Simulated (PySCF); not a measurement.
Isomers of C7H12SSi. Theory: PBE0-D3(BJ)/def2-SVP geometry optimisation, gas phase (PySCF 2.14.0). Energies are electronic, without zero-point or thermal terms, for one conformer each. No frequencies were run at this level. Point groups hold within 0.08 Å.

Question: Rank from lowest to highest electronic energy at this level (kcal/mol).
A. `[CH:1]#[C:2]/[C:3]([CH2:4][CH3:5])=[C:6](\[CH3:7])[S:8][SiH3:9]` with C2–C3–C4–C5 83°, C3–C6–S8–Si9 -141°
B. `[CH:1]#[C:2]/[C:3]([CH2:4][CH3:5])=[C:6](/[CH3:7])[S:8][SiH3:9]` with C2–C3–C4–C5 -80°, C3–C6–S8–Si9 -82°

Answer: A (0.0), B (1.9).

Neighbours under 2.5 kcal/mol apart (C#C/C(CC)=C(\C)S[SiH3] and C#C/C(CC)=C(/C)S[SiH3]) can change places with a better method, another conformer or zero-point energy. C#C/C(CC)=C(\C)S[SiH3] and C#C/C(CC)=C(/C)S[SiH3] are stereoisomers, 1.9 kcal/mol apart in the conformers taken.

```csv
SMILES,E (Eh),E rel (kcal/mol),dipole (D),point group,"A, B, C (MHz)"
C#C/C(CC)=C(\C)S[SiH3],-960.59797,0.0,1.03,C1,"1850, 699.6, 545.9"
C#C/C(CC)=C(/C)S[SiH3],-960.59498,1.9,1.67,C1,"1644, 800.0, 637.0"
```

How do the relative energies change in single points at B3LYP/pcSseg-1 (no added dispersion term) on the same geometries?

```
                SMILES  PBE0-D3(BJ)/def2-SVP (kcal/mol)  B3LYP/pcSseg-1 (kcal/mol)  shift
C#C/C(CC)=C(\C)S[SiH3]                              0.0                        0.0    0.0
C#C/C(CC)=C(/C)S[SiH3]                              1.9                        1.8   -0.1
```

Each column counts from its own lowest isomer. The order is unchanged; the largest shift is 0.1 kcal/mol.
